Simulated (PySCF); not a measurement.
Cl₂I, SMILES Cl[I-]Cl, charge -1. Heavy atoms are numbered as in [Cl:1][I-:2][Cl:3].

Coordinates come from a B3LYP-D3(BJ)/def2-SVPD optimisation. The def2 effective core potentials stand for the cores of I; spin–orbit coupling is left out.

Computed with PBE/def2-TZVPD (PySCF).

Mulliken values depend strongly on the basis, most of all with diffuse functions as here. ESP charges are fitted to the potential on shells at 1.4 to 2.0 van der Waals radii. Atomic charges (e), one atom of each kind:

```tsv
atom	ESP fit	Mulliken
Cl1	?	-0.54
I2	?	0.08
```

Problem. Complete the blanks. (Estimate from the structure and the level; the computed values follow.)

Solution. 
- Cl1, ESP fit: -0.46
- I2, ESP fit: -0.08
